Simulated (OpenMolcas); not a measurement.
**Mo3+: moving or changing the point charges**

Mo3+ among 4 point charges of -2 e arranged as a square (D4h), 2.13 Å from the ion.
```
   2.1300    0.0000    0.0000  -2.00
   0.0000    2.1300    0.0000  -2.00
  -2.1300    0.0000    0.0000  -2.00
   0.0000   -2.1300    0.0000  -2.00
```

| Property | Result |
| --- | --- |
| Program | OpenMolcas |
| Method | SS-CASPT2, IPEA 0.25 Eh, imaginary shift 0.1 Eh (closed shells correlated: 4s 4p) |
| Basis | ANO-RCC-VDZP [6s5p3d1f] |
| Scalar Hamiltonian | DKH2, point nucleus |
| Active space | 3 electrons in 5 orbitals (4d) |
| State averaging | 2S+1 = 4 even, 10 roots; 2S+1 = 2 even, 40 roots |
| Spin-orbit coupling | state interaction with AMFI integrals over the reference wave functions |

Runs around this geometry, states (labels of D4, the rotations of D4h). Energies in cm-1 above the lowest state or level, χT in cm3 K/mol.

| R (Å) | q (e) | Ground state | First state of that spin | First gap with spin-orbit (degeneracies) | χT at 300 K | First state of another spin |
| --- | --- | --- | --- | --- | --- | --- |
| 2.13 | -1.3 | 4A2 | 4E 2900 | 8 (2, 2) | 1.563 | 2A2 11130 |
| 1.95 | -2 | 4A2 | 4E 11720 | 40 (2, 2) | 1.783 | 2E 4560 |
| 2.13 | -2 | 4A2 | 4E 7910 | 25 (2, 2) | 1.753 | 2E 8380 |
| 2.31 | -2 | 4A2 | 4E 5090 | 12 (2, 2) | 1.685 | 2E 10050 |

Taking the first state of the same spin as R^-n, n = -ln(5090 / 11720) / ln(2.31 / 1.95) = 4.9 between the shortest and longest distance.

Scaling the charges by -1.3 / -2 = 0.65 scales the first state of the same spin by 2900 / 7910 = 0.37; with fixed orbitals a first-order splitting would follow the charge.

Free-ion shares, where given, are those of the reference states; single-state CASPT2 does not remix them. Point charges carry no covalency, so the field is a model and not that of real ligands. No measured value stands beside these numbers.
